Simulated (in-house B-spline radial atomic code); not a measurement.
**RPA and G0W0 on B3LYP (VWN-RPA): I7+**

Configuration [Kr] 4d10, mean-field start B3LYP (VWN-RPA). Computed with a B-spline radial code for spherical atoms: all electrons, non-relativistic, point nucleus, each spin shell either full or empty, empty states to l = 9 with an (l + 1/2)⁻⁴ tail; G0W0 by contour deformation at full frequency.

Without relativity these are model numbers: it shifts the levels of so heavy an element strongly and can reorder them.

Command:
```bash
python run_gw.py task.json out
```
Settings (radii: box in bohr, nucleus in fm):
```
Z                        53
electrons                46
configuration            [Kr] 4d10
hamiltonian              nr
method                   b3lyp
lmax                     9
spin_polarised           False
box_radius               8.41
intervals                51
```

Time taken, with all properties: 2.8 s on 1 thread of Arm Neoverse N1, with other jobs on the host.

Energies (hartree):

```
                                     term        value
                         mean-field total  -6909.34403
Hartree-Fock functional on these orbitals  -6907.00412
                      direct second order      -3.9744
                    second-order exchange       1.0944
                         SOSEX correction       1.0336
```

Problem. What is the RPA correlation energy, and what remains with SOSEX?

Solution. RPA gives -3.5737 hartree (-2.11 eV per electron); RPA + SOSEX gives -2.5402, and the second-order doubles -2.88 hartree (no singles). RPA lacks exchange-type terms and so overcorrelates at short range.

Quasi-particle levels (eV):

```json
{"level": "4d", "occupied": "yes", "mean field": "-143.77", "Σx - vxc": "-9.61", "Σc": "?", "QP weight": "?", "G0W0": "?"}
{"level": "5s", "occupied": "no", "mean field": "-90.62", "Σx - vxc": "7.75", "Σc": "-2.08", "QP weight": "0.985", "G0W0": "-84.95"}
```

G0W0 = mean field + (Σx - vxc) + Σc, with Σc (partial-wave tail included) taken at the quasi-particle energy. Only the outer levels were computed. Levels of low weight are left out.

Problem. Where does G0W0 put 4d?

Solution. At -153.29 eV, with Σc = 0.09 eV and a quasi-particle weight of 0.967. The tabulated removal energy is 150.81 ± 0.1 eV (NIST, measured); the calculation leaves out relativity, Breit and QED terms, and what these don't explain is the method's own error.
